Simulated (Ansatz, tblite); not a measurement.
Cost and result up the ladder for Zr₄O₁₅H₁₄, a hydroxylated oxide cluster (33 atoms). Total charge 0; singlet. Geometry: PBE-D4/def2-SVP.

```xyz
33

Zr    0.005   -0.926    0.141
Zr   -0.190    2.461    0.470
Zr    2.224    0.560   -2.313
Zr   -2.571   -3.097    1.264
O     0.207    3.834   -0.920
O    -1.954    2.890    1.207
O     1.462    2.270   -2.790
O     0.991    2.944    1.948
O     1.407    0.906   -0.146
O    -0.589    0.130    1.854
O    -1.004    0.866   -0.749
O    -1.978   -2.160    2.873
O     2.804   -0.190   -4.007
O     3.897    0.687   -1.259
O     0.915   -1.067   -1.849
O     1.346   -1.994    1.053
O    -1.521   -2.136   -0.111
O    -4.473   -2.802    0.967
O    -2.097   -4.983    1.325
H     0.397    4.786   -0.912
H    -2.495    3.236    1.931
H     1.020    2.977   -2.250
H     1.343    2.666    2.807
H     2.228    0.950    0.386
H    -1.507    0.461    1.921
H    -1.936    0.852   -1.031
H    -1.354   -1.401    2.933
H     3.035   -0.435   -4.912
H     4.833    0.618   -1.505
H     0.767   -1.807   -2.463
H     2.052   -2.428    1.548
H    -5.437   -2.800    0.994
H    -1.828   -5.870    1.595
```

Ansatz on 2 threads of AMD EPYC 7R13 on a shared host and a share (18 GiB) of an NVIDIA H100 80GB HBM3; xTB runs through tblite on one thread. Times are rough, summed over both states, and most runs start from the orbitals of an earlier one. PBE0-D4/def2-TZVP serves as the yardstick here, not as an exact answer. The other state is a doublet.

In the def2 sets Zr takes a core potential; there is no spin–orbit coupling. The xTB rows come from tblite. Single mean-field runs in def2-TZVP are fitted with def2-universal-jkfit. HOMO above LUMO, or a gap near zero within one spin, warns that the state may not be the lowest or that an electron is smeared out.

Run but left out: LDA (SPW92)/def2-TZVP (charge +1 doublet: an occupied level 0.00 eV above an empty one).

Raw xTB energies of ions are shifted by several eV.

| level | functions | vertical IE (eV) | difference from PBE0-D4/def2-TZVP (eV) | remarks |
| --- | --- | --- | --- | --- |
| PBE-D4/def2-TZVP | 709 | 8.42 | -1.09 | gap within one spin near zero (+1 doublet) |
| PBE0-D4/def2-TZVP (with forces) | 709 | 9.51 | 0.00 | – |
| GFN1-xTB | 124 | 13.26 | 3.75 | – |
| GFN2-xTB | 110 | 12.24 | 2.73 | – |

Task: Estimate how long each takes.

Result: GFN2-xTB 0.23 s; GFN1-xTB 0.24 s; PBE-D4/def2-TZVP 20 s; PBE0-D4/def2-TZVP (with forces) 41 s. On shared hardware such times vary by a factor of up to 3.
